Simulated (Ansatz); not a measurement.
Stepwise reaction of `[SiH3][O][In]([Cl])[O][SiH3]` with hydrogen sulfide, as a gas-phase model of exchange steps in deposition or etching. ΔE in kJ/mol.

Calculated with Ansatz (gas phase, PBE0-D4/def2-TZVP geometries, no zero-point term in ΔE). CCSD(T)/CBS adds triple-zeta CCSD(T) − MP2 to the extrapolated MP2 energy (def2 sets, frozen cores). This one scheme is used for every species. Functionals use def2-TZVPP. B3LYP here is the variant with VWN-RPA as its local correlation; programs differ in this. def2 core potentials past Kr. For In outer-core shells are correlated without core-valence functions, which leaves a few kJ/mol of doubt a bond. One conformer a species, not always the lowest.

```csv
step,reaction,PBE-D4,B3LYP-D4,ωB97M-V,CCSD(T)/CBS
1,`[SiH3][O][In]([Cl])[O][SiH3]` + H₂S → `[SiH3][O][In]([SH])[Cl]` + `O[SiH3]`,-63.3,-56.7,-58.1,-52.4
```

Question: Give the row of step 2, `[SiH3][O][In]([SH])[Cl]` + H₂S → `[SH][In]([SH])[Cl]` + `O[SiH3]`. (Estimate.)

Answer: Computed: 
| step | reaction | PBE-D4 | B3LYP-D4 | ωB97M-V | CCSD(T)/CBS |
| --- | --- | --- | --- | --- | --- |
| 2 | `[SiH3][O][In]([SH])[Cl]` + H₂S → `[SH][In]([SH])[Cl]` + `O[SiH3]` | -55.7 | -49.3 | -49.9 | -44.6 |

Question: By hand: ΔE of the 2 steps together at CCSD(T)/CBS.

Answer: (-52.4) + (-44.6) = -97.0 kJ/mol, or -48.5 kJ/mol a step.

In ΔE each step is higher than the one before. All are downhill at CCSD(T)/CBS. PBE-D4 differs from CCSD(T)/CBS by -11.1 to -10.9 kJ/mol a step. Isolated molecules leave out the surface, adducts and barriers. Largest T1 diagnostic: 0.015.
